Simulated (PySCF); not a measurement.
Compound: C6H7NS.
Bonds: C1–C2 (double), C2–C3, C3–C4, C4–C5 (aromatic), C5–N6 (aromatic), N6–S7 (aromatic), S7–C8 (aromatic), C4–C8 (aromatic). Hydrogens: H9, H10 on C1; H11 on C2; H12, H13 on C3; H14 on C5; H15 on C8.

Level: CAM-B3LYP/def2-SVPD in PySCF, non-relativistic, on one gas-phase PBE0-D3(BJ)/def2-SVP geometry that isn't relaxed in the solvent. The solvent is an IEF-PCM continuum (van der Waals radii × 1.2), and excitations are vertical TDDFT with non-equilibrium linear response and a frozen core. Only the electrostatic response of the medium enters.

Gas-phase singlets (H = HOMO, L = LUMO):

| state | E (eV) | λ (nm) | f | leading configurations |
| --- | --- | --- | --- | --- |
| S1 | 5.520 | 225 | 0.187 | H→L 89% |
| S2 | 5.707 | 217 | 0.004 | H-3→L 72%, H-1→L 14% |
| S3 | 6.133 | 202 | 0.000 | H→L+1 59% |
| S4 | 6.242 | 199 | 0.048 | H-2→L 62%, H-1→L 27% |
| S5 | 6.815 | 182 | 0.102 | H-1→L 32%, H-2→L 18%, H→L+2 10% |

How does the list change in chloroform (ε = 4.711)?

```json
{"state": "S1", "E (eV)": "5.435", "λ (nm)": "228", "f": "0.258", "leading configurations": "H→L 90%", "change by rank (eV)": "-0.085"}
{"state": "S2", "E (eV)": "5.819", "λ (nm)": "213", "f": "0.003", "leading configurations": "H-3→L 76%, H-1→L 17%", "change by rank (eV)": "+0.112"}
{"state": "S3", "E (eV)": "6.138", "λ (nm)": "202", "f": "0.000", "leading configurations": "H→L+1 67%", "change by rank (eV)": "+0.005"}
{"state": "S4", "E (eV)": "6.201", "λ (nm)": "200", "f": "0.079", "leading configurations": "H-2→L 91%", "change by rank (eV)": "-0.041"}
{"state": "S5", "E (eV)": "6.680", "λ (nm)": "186", "f": "0.133", "leading configurations": "H-1→L 66%, H-3→L 14%", "change by rank (eV)": "-0.135"}
```

How does the list change in tetrahydrofuran (ε = 7.426)?

```csv
state,E (eV),λ (nm),f,leading configurations,change by rank (eV)
S1,5.439,228,0.251,H→L 89%,-0.081
S2,5.840,212,0.003,"H-3→L 76%, H-1→L 17%",+0.133
S3,6.143,202,0.000,H→L+1 68%,+0.010
S4,6.208,200,0.078,H-2→L 91%,-0.034
S5,6.671,186,0.120,"H-1→L 66%, H-3→L 14%",-0.144
```

The ground-state energy changes by -0.190 eV from gas to tetrahydrofuran. By how much does the total energy of gas-phase S1 change?

E(S1) = E(S0) + excitation energy, so it changes by -0.190 − 0.081 = -0.271 eV: it is lowered more than the ground state, which is what a red shift means. This is the vertical state, with the slow part of the continuum still set for S0.

How do the frontier levels move from gas to tetrahydrofuran?

```csv
orbital,gas (eV),solvent (eV),change (eV),"Löwdin shares, gas","Löwdin shares, solvent"
LUMO+2,1.16,1.35,+0.19,"C2 22 %, C1 22 %, C3 8 %, S7 7 %","C1 20 %, C2 19 %, S7 14 %, C3 8 %"
LUMO+1,1.12,1.20,+0.08,"S7 63 %, C8 7 %, H15 7 %, N6 6 %","S7 68 %, N6 8 %, C8 6 %"
LUMO,0.04,0.05,+0.01,"C8 21 %, S7 20 %, N6 20 %, C5 12 %","C8 22 %, S7 20 %, N6 20 %, C5 13 %"
HOMO,-8.49,-8.46,+0.03,"S7 33 %, C4 20 %, C5 12 %, C8 9 %","S7 29 %, C4 19 %, C5 11 %, C8 9 %"
HOMO-1,-9.18,-9.05,+0.13,"C1 22 %, C2 20 %, S7 12 %, N6 11 %","C1 30 %, C2 29 %, C3 8 %, S7 7 %"
HOMO-2,-9.21,-9.22,-0.01,"N6 23 %, C8 21 %, C4 10 %, C2 10 %","C8 28 %, N6 27 %, S7 16 %, C5 14 %"
HOMO-3,-9.85,-10.00,-0.15,"N6 57 %, C5 10 %, S7 9 %, C8 6 %","N6 58 %, C5 11 %, S7 10 %, C8 6 %"
```

The HOMO–LUMO gap goes from 8.54 to 8.51 eV. Rows go by rank; for HOMO-2 and HOMO-1 the atom shares or the degeneracy differ between the runs, so the row needn't follow one orbital.

Hardware: AMD EPYC 7R43, one thread, shared host with 256 logical CPUs at a one-minute load of 24. Cost: 30 s wall, 1.1 GiB resident at most. This is the whole response run at CAM-B3LYP/def2-SVPD in tetrahydrofuran, SCF included.

Shape of the structure used: `[CH2:1]=[CH:2][CH2:3][c:4]1[cH:5][n:6][s:7][cH:8]1`: C1–C2–C3–C4 119°, C2–C3–C4–C5 -54°.
